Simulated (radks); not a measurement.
Problem. The strontium ion Sr13+ is in [Ar] 3d(3/2: 4, 5/2: 3). All-electron calculation, Dirac Kohn-Sham, BLYP, spin-unpolarised, spherical densities, finite nucleus; Fermi nuclear charge, rms radius of each element as measured or else 0.836 A^(1/3) + 0.57 fm. Program: a radial shooting solver on a logarithmic mesh with Libxc functionals. Sub-shells are occupied by j as written (lower j first in brackets). One electron is removed from 3d5/2, 3p1/2, 3d3/2, 3p3/2 in turn, with full relaxation. Which removal costs least, and what does each cost?

Solution. 3d5/2 458.24 eV; 3d3/2 460.56 eV; 3p3/2 580.21 eV; 3p1/2 592.23 eV. The 3d5/2 electron leaves first.
